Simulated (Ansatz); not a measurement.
Reaction (ligand exchange at the Sn–C bond): `[SnH3][CH]1C[SiH2]1` + `C[SeH]` → `C[Se][SnH3]` + `C1C[SiH2]1`

Program: Ansatz. Geometries: PBE0-D4/def2-TZVP. ΔE: electronic, gas phase. CBS: MP2 limit from def2 TZ/QZ plus the TZ coupled-cluster correction, frozen cores. DFT in def2-TZVPP. B3LYP here is the variant with VWN-RPA as its local correlation; programs differ in this. def2 core potentials past Kr. For Se, Sn outer-core shells are correlated without core-valence functions, which leaves a few kJ/mol of doubt a bond. Scalar relativity is left out up to krypton.

`[SnH3][CH]1C[SiH2]1`:

```xyz
12

Sn    0.302   -1.407    1.235
C     0.386   -0.186   -0.499
C    -0.926    0.403   -1.076
Si    0.254    1.653   -0.408
H     1.851   -1.541    1.942
H    -0.283   -2.970    0.852
H    -0.776   -0.669    2.339
H     1.072   -0.574   -1.247
H    -1.055    0.319   -2.151
H    -1.844    0.197   -0.534
H    -0.017    2.295    0.896
H     1.037    2.481   -1.350
```

`C[SeH]`:

Cartesian coordinates in Å:
```
C -0.542 -0.016 -0.063
Se 1.278 0.492 -0.539
H -0.652 -1.098 -0.074
H -1.184 0.420 -0.828
H -0.812 0.392 0.908
H 1.912 -0.190 0.596
```

`C[Se][SnH3]`:

Cartesian coordinates in Å:
```
C -0.032 -1.066 1.334
Se -1.043 0.571 0.964
Sn -0.005 1.069 -1.280
H -0.244 -1.827 0.584
H 1.035 -0.857 1.376
H -0.370 -1.416 2.308
H 1.686 1.224 -1.093
H -0.697 2.521 -1.838
H -0.331 -0.219 -2.355
```

`C1C[SiH2]1`:

Cartesian coordinates in Å:
```
C 0.260 -0.213 -0.902
C -0.054 0.960 0.049
Si -0.197 -0.715 0.816
H 1.291 -0.307 -1.225
H -0.448 -0.381 -1.708
H 0.782 1.596 0.321
H -0.956 1.524 -0.163
H -1.537 -1.282 1.072
H 0.859 -1.180 1.739
```

| level | ΔE (kcal/mol) |
| --- | --- |
| PBE-D4 | -20.3 |
| r2SCAN-D4 | -20.8 |
| PBE0-D4 | -20.6 |
| B2PLYP | -20.1 |
| B3LYP | -21.5 |
| HF/def2-TZVPP | -22.3 |
| SCS-MP2/def2-TZVPP | -17.9 |
| SCS-MP2/def2-QZVPP | -18.8 |

Q: What does CCSD(T)/CBS give? (An estimate is asked.)

A: Ansatz gave: -19.3 kcal/mol. The listed levels differ from it by -1.0, -1.5, -1.3, -0.8, -2.2, -3.0, 1.4, 0.5 kcal/mol.

Largest T1 diagnostic among the species: 0.013.

The D4 term adds +0.7 kcal/mol with B3LYP and +0.4 kcal/mol with PBE0; it sums over pairs of atoms, weighted by their polarisabilities, and B3LYP, whose exchange is more repulsive, gets the larger term. In def2-TZVPP, CCSD(T) changes the Hartree–Fock value by +4.7 kcal/mol (the triples alone add +0.5 kcal/mol) and MP2 by +4.7 kcal/mol.
